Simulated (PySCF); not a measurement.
A structure optimised at B3LYP-D3(BJ)/def2-SVP, used in a PySCF frequency run:

```
C
C 1 1.3330
F 2 1.3326 1 123.02
H 1 1.0918 2 116.77 3 180.00
C 1 1.4985 4 119.23 2 180.00
H 5 1.0985 1 111.60 4 180.00
H 5 1.1033 6 108.24 1 -122.29
H 5 1.1033 6 108.24 7 -115.43
Cl 2 1.7324 3 112.05 1 180.00
```

Task: Write its SMILES, formula and point group.

Result: C/C=C(\F)Cl, C₃H₄ClF, Cs

Task: What are its rotational constants (standard atomic weights)?

Result: 8.7431, 2.3889, 1.8986 GHz
